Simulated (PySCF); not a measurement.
B3LYP has the VWN-RPA correlation part, as in Gaussian. Excitations are Tamm–Dancoff values on a coarser integration grid. The basis has no diffuse functions, so Rydberg states are missing or too high.

Z-matrix (Å, degrees):
```
B
O 1 1.3749
H 2 0.9615 1 111.88
O 1 1.3824 2 117.77 3 0.00
H 4 0.9598 1 115.12 2 179.96
N 1 1.4138 2 118.30 3 180.00
H 6 1.0030 1 124.77 2 179.94
H 6 1.0046 7 114.17 1 179.95
```
Charge 0, spin multiplicity 1.

Task: What S1 excitation (TDA), HOMO–LUMO gap and S1 oscillator strength does B3LYP-D3(BJ)/def2-TZVP run with PySCF 2.14.0 give?

Result: 
```
Quantity                 Result
----------------------  -------
S1 excitation (TDA)     6.39 eV
HOMO–LUMO gap           7.52 eV
S1 oscillator strength    0.010
```
